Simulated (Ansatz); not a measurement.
Ideal-gas functions of BH3O2Si (`O[SiH]1BO1`) at 600 K and 1 bar, from an Ansatz frequency run at PBE0-D4/def2-TZVP.

Molar mass 73.92 g/mol, point group C1 (symmetry number 1), electronic degeneracy 1, moments of inertia 28.476, 110.464, 111.555 u Å². Harmonic wavenumbers (cm⁻¹, unscaled): 252, 275, 286, 552, 647, 733, 742, 794, 876, 956, 1030, 1314, 2239, 2686, 3909.

Use S(trans) = R[1.5 ln M + 2.5 ln T − 1.1517]; rotational temperatures θ = 24.2544 K / I; S(rot) = R[ln(√π/σ · √(T³/θAθBθC)) + 1.5]; for each mode x = 1.438777 ν̃/T, S = R[x/(eˣ − 1) − ln(1 − e⁻ˣ)] and H = RT x/(eˣ − 1); 1 cm⁻¹ = 0.0119627 kJ/mol; R = 8.31446 J/(mol·K).

Task: By hand: the entropy, in J/(mol·K).

Result: Translation 177.1. Rotation: θ = 0.8517, 0.2196, 0.2174 K, giving 110.3. Vibration, mode by mode: 12.63, 11.93, 11.61, 6.56, 5.45, 4.62, 4.54, 4.11, 3.52, 3.03, 2.63, 1.54, 0.25, 0.10, 0.01, in all 72.5. Electronic 0.0. Sum 359.9 J/(mol·K).

Task: By hand: H − E and G − E in kJ/mol, counted from the electronic energy.

Result: Zero-point energy ½ × 17291 × 0.0119627 = 103.4; thermal vibration 25.2; translation, rotation and pV give 4 RT = 20.0. H − E = 148.6 kJ/mol, and G − E = 148.6 − 600 × 359.9/1000 = -67.3 kJ/mol.

Vibration gives 20 % of the entropy. The sum counts one conformer and one mirror image; others add a mixing term.
